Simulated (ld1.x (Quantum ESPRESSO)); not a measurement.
# What the settings do to the TM potential of lead (Pb)

Base potential:

lead, norm-conserving Troullier–Martins (Kleinman–Bylander form), made with ld1.x (Quantum ESPRESSO) 7.5 (LDA (PZ), scalar-relativistic). Core [Xe] 4f14, reference 5d10 6s2 6p1 (charge +1). Waves: 6s (bound): rc 1.65 bohr; 5d (bound): rc 1.60 bohr; 6p (bound): rc 2.15 bohr. Local part: the p channel. Core correction: a·sin(br)/r model core inside 1.35 bohr.

All-electron outer shells of the reference configuration (LDA (PZ), scalar-relativistic, ld1.x):

```json
{"shell": "5p", "level (eV)": "-93.73", "outermost node (bohr)": "0.49", "outermost maximum (bohr)": "0.88"}
{"shell": "5d", "level (eV)": "-29.03", "outermost node (bohr)": "0.52", "outermost maximum (bohr)": "1.07"}
{"shell": "6s", "level (eV)": "-19.59", "outermost node (bohr)": "1.01", "outermost maximum (bohr)": "1.95"}
{"shell": "6p", "level (eV)": "-10.15", "outermost node (bohr)": "1.18", "outermost maximum (bohr)": "2.50"}
```

Cutoffs, loose and tight: the cutoffs (Ry, on a coarse ladder) from which the occupation-weighted sum of valence levels, in a spherical-Bessel basis at the reference potential, stays within 10 and 1 mRy of its value at 400 Ry. They do not see the model core or the augmentation charge, which bear on the density cutoff. Test errors are all-electron minus pseudo excitation energies from the reference, over the configurations 5d10 6s2 6p2; 5d10 6s2 6p0; 5d10 6s1 6p0; 5d10 6s0 6p0; 5d9 6s2 6p2; 5d10 6s2 6p1.5; 5d9 6s2 6p3 (two spin-polarised tests are not counted in the largest error). A dash means not determined; rows that change the core or the reference have their own tests.

```tsv
change	outcome	cutoff, loose	cutoff, tight	bound ghosts	largest test error (meV)
base	generated	55 Ry	100 Ry	none	-215
core correction a·sin(br)/r model core inside 0.62 bohr	generated	55 Ry	100 Ry	none	-227
core correction a·sin(br)/r model core inside 0.76 bohr	generated	55 Ry	100 Ry	none	-227
core correction a·sin(br)/r model core inside 1.00 bohr	generated	55 Ry	100 Ry	none	-226
core correction a·sin(br)/r model core inside 1.30 bohr	generated	55 Ry	100 Ry	none	-218
core correction a·sin(br)/r model core inside 1.62 bohr	generated	55 Ry	100 Ry	none	-202
core correction a·sin(br)/r model core inside 1.78 bohr	generated	55 Ry	100 Ry	none	-197
```
